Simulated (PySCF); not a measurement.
Species: BCl2(iBu), C4H9BCl2.
Structure used (PBE0-D3(BJ)/def2-SVP), in Å, numbered top down from 1:
```xyz
16
C4H9BCl2 angstrom
B      0.7974    1.2569    1.2691
Cl     2.5551    1.2582    1.2694
Cl    -0.0018    2.8220    1.2511
C     -0.0152   -0.0800    1.2790
C     -0.3797   -0.6380   -0.1198
C      0.8534   -0.9675   -0.9537
C     -1.3327    0.2765   -0.8810
H     -0.9486    0.0793    1.8443
H      0.5713   -0.8420    1.8181
H     -0.9137   -1.5865    0.0677
H      1.4147   -0.0584   -1.2239
H      0.5665   -1.4686   -1.8910
H      1.5448   -1.6310   -0.4124
H     -0.8602    1.2404   -1.1286
H     -2.2385    0.4956   -0.2949
H     -1.6471   -0.1909   -1.8269
```

Computed at PBE0/pcSseg-1 (PySCF, non-relativistic), with Q(11B) = 0.04059 b, Q(35Cl) = −0.0817 b: B1, 11B (I = 3/2): χzz = 3.615 MHz, η = 0.773; Cl2, 35Cl (I = 3/2): χzz = -41.06 MHz, η = 0.679.

(1) Find the zero-field quadrupole resonance frequencies of 11B at B1.

(2) Where would the pure quadrupole (NQR) lines of 35Cl at Cl2 fall for the rigid, isolated species?

Answers

(1) From ν = (|χ|/2)√(1 + η²/3): ν = 1.979 MHz (boron bonded to C and 2 Cl).

(2) From ν = (|χ|/2)√(1 + η²/3): ν = 22.05 MHz (chlorine bonded to B). For 37Cl the ratio of quadrupole moments, 0.7881, gives 17.38 MHz.

In a crystal, neighbours and librations shift these lines. With a basis this small, the couplings can be 20 % off.

One conformer stands for the species.
